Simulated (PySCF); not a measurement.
All of these have the formula C5H7FSi. Theory: TDDFT wB97X-D/def2-SVPD, vertical, gas phase, core orbitals frozen in the response in PySCF. Geometries: GFN2-xTB; one conformer of each isolated species. Triplets are in the Tamm–Dancoff approximation.

A. `FCC1=C[SiH2]C=C1`
B. `C1C=C[Si](C)(F)C=1`
C. `C#C[C@@H]1C[SiH2][C@H]1F`
D. `C1=C(F)C=C[Si@@H]1C`

Lowest singlet levels (six at most, fewer where fewer were computed) with oscillator strengths:

1. 4.49 eV (f 0.054); 5.86 eV (f 0.001); 6.61 eV (f 0.059); 6.72 eV (f 0.029); 6.85 eV (f 0.042); 7.03 eV (f 0.037); T1 2.82 eV
2. 4.13 eV (f 0.047); 5.26 eV (f 0.000); 5.94 eV (f 0.019); 6.96 eV (f 0.000); 7.00 eV (f 0.027); 7.33 eV (f 0.003); T1 2.53 eV
3. 6.44 eV (f 0.009); 6.73 eV (f 0.048); 6.79 eV (f 0.002); 7.06 eV (f 0.027); 7.41 eV (f 0.114); 7.44 eV (f 0.022); T1 5.52 eV
4. 4.49 eV (f 0.049); 5.84 eV (f 0.000); 6.33 eV (f 0.004); 6.55 eV (f 0.002); 6.68 eV (f 0.006); 6.70 eV (f 0.046); T1 2.81 eV

Task: Which spectrum belongs to which structure?

Result: 1 = D, 2 = B, 3 = C, 4 = A.
- A: S1 at 4.49 eV, HOMO→LUMO (98%); Löwdin shares by element: HOMO carbon 86% or more; LUMO carbon 73% or more (atoms not listed hold the other 27%); HOMO -8.61 and LUMO 0.24 eV; point group Cs, 1 of its 6 listed states under f = 0.0005.
- B: S1 at 4.13 eV, HOMO→LUMO (98%); Löwdin shares by element: HOMO carbon 89% or more; LUMO carbon 75% or more (atoms not listed hold the other 25%); HOMO -8.64 and LUMO -0.07 eV; point group Cs, 2 of its 6 listed states under f = 0.0005.
- C: S1 at 6.44 eV, HOMO→LUMO (45%), HOMO-1→LUMO (17%), HOMO→LUMO+6 (12%); Löwdin shares by element: HOMO carbon 67% or more, fluorine 10% (atoms not listed hold the other 24%); LUMO silicon 34%, hydrogen 20% or more, carbon 11% or more (atoms not listed hold the other 35%); HOMO -9.46 and LUMO 1.42 eV.
- D: S1 at 4.49 eV, HOMO→LUMO (98%); Löwdin shares by element: HOMO carbon 84% or more (atoms not listed hold the other 16%); LUMO carbon 72% or more (atoms not listed hold the other 28%); HOMO -8.60 and LUMO 0.22 eV.
A and D have S1 within 0.01 eV of each other; their strongest listed levels stand at 4.49 eV (f 0.049) and 6.61 eV (f 0.059).
